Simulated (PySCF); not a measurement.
Job file and geometry (Å, from GFN2-xTB) of an NMR shielding run on SMILES C=C[Si@H](C#N)S[SiH3], C₃H₇NSSi₂, GIAO PBE0/pcSseg-1 NMR shielding, non-relativistic, gas phase (PySCF); density fitting, a coarse starting grid and PySCF grid level 2 are the driver's defaults:

```
$ OMP_NUM_THREADS=1 python probes_run.py task.json out

{"job": {"kind": "nmr", "xc": "PBE0", "basis": "pcSseg-1"}, "charge": 0, "multiplicity": 1}
C     -2.939588     0.441893    -0.254474
C     -1.825721     0.527822    -0.966606
Si    -0.237043    -0.374370    -0.547561
C     -0.344530    -0.947423     1.228767
N     -0.399088    -1.281764     2.322840
S      1.376079     1.041926    -0.735969
Si     3.007911     0.162485     0.358452
H     -3.001606    -0.168577     0.632260
H     -3.836884     0.978693    -0.520539
H     -1.809592     1.159835    -1.845731
H      0.052447    -1.565516    -1.344780
H      2.574267    -0.027306     1.733631
H      3.331909    -1.107285    -0.280959
H      4.050761     1.159116     0.198503
```

Problem. Write the output of this run.

Solution. 
```
coarse grid: 13536 points
cycle   1  E = -1149.7210944783  dE =  5.535e-01  |g| = 4.731e-01  |ddm| = 3.519e+00
cycle   2  E = -1149.6128438195  dE =  1.083e-01  |g| = 8.386e-01  |ddm| = 1.075e+00
cycle   3  E = -1149.7733092988  dE = -1.605e-01  |g| = 1.921e-01  |ddm| = 6.551e-01
cycle   4  E = -1149.7813228692  dE = -8.014e-03  |g| = 3.758e-02  |ddm| = 1.547e-01
cycle   5  E = -1149.7816303476  dE = -3.075e-04  |g| = 9.940e-03  |ddm| = 4.141e-02
cycle   6  E = -1149.7816542015  dE = -2.385e-05  |g| = 3.779e-03  |ddm| = 1.338e-02
cycle   7  E = -1149.7816576416  dE = -3.440e-06  |g| = 1.181e-03  |ddm| = 3.597e-03
final grid: 117824 points
cycle   8  E = -1149.8234845204  dE = -1.877e-05  |g| = 6.740e-03  |ddm| = 2.279e-02
cycle   9  E = -1149.8234781846  dE =  6.336e-06  |g| = 8.170e-03  |ddm| = 1.449e-02
cycle  10  E = -1149.8234956299  dE = -1.745e-05  |g| = 1.522e-03  |ddm| = 8.655e-03
cycle  11  E = -1149.8234961606  dE = -5.307e-07  |g| = 3.745e-04  |ddm| = 1.146e-03
cycle  12  E = -1149.8234961868  dE = -2.614e-08  |g| = 1.610e-04  |ddm| = 3.634e-04
cycle  13  E = -1149.8234961926  dE = -5.884e-09  |g| = 3.020e-05  |ddm| = 1.153e-04
cycle  14  E = -1149.8234961929  dE = -2.192e-10  |g| = 7.960e-06  |ddm| = 3.685e-05
converged SCF energy = -1149.8234961929

GIAO shielding tensors (ppm)
atom      isotropic    diamagn.    paramagn.     s11        s22        s33       span
  0 C       38.583     253.128    -214.545    -87.813     34.401    169.160    256.973
  1 C       52.100     262.646    -210.546    -61.595     48.748    169.147    230.742
  2 Si     385.387     881.142    -495.755    349.793    371.757    434.613     84.820
  3 C       64.422     265.976    -201.554    -49.242    -45.384    287.890    337.132
  4 N      -99.355     339.044    -438.398   -305.193   -278.683    285.812    591.005
  5 S      807.500    1061.424    -253.925    762.480    790.265    869.755    107.275
  6 Si     406.770     879.792    -473.022    370.489    401.596    448.225     77.735
  7 H       25.011      31.409      -6.398     21.494     23.986     29.554      8.060
  8 H       24.936      27.522      -2.586     21.984     24.347     28.477      6.493
  9 H       25.422      30.509      -5.087     23.378     24.292     28.595      5.218
 10 H       26.295      29.093      -2.797     22.892     24.369     31.624      8.732
 11 H       26.711      29.774      -3.063     22.488     25.902     31.742      9.254
 12 H       26.957      28.852      -1.895     23.076     24.859     32.935      9.859
 13 H       26.980      28.645      -1.665     22.940     24.715     33.284     10.344
```

Problem. Turn these shieldings into chemical shifts. δ = σ(ref) − σ, references computed at the same level: TMS for ¹³C (σref 186.93), ²⁹Si (σref 349.16), ¹H (σref 31.72); ¹⁵N (σref 267.73) against NH3; ³³S (σref 503.73) against CS2.

Solution. Averaging equivalent atoms: C 0: 148.3; C 1: 134.8; C 3: 122.5; Si 2: -36.2; Si 6: -57.6; N 4: 367.1; S 5: -304; H 8: 6.78; H 7: 6.71; H 9: 6.30; H 10: 5.42; H 11/12/13: 4.83 ppm. Experimental scales use liquid or dissolved standards, which lie at an offset from isolated NH3 (liquid NH3: subtract about 20 ppm). Unscaled 15N shifts of sp2 nitrogen come out 20 to 40 ppm too high even then.

Size and cost of the density-fitted run: 175 basis functions, 30 s wall time on 1 thread of an Arm Neoverse V2, shared host; peak memory 0.74 GiB.
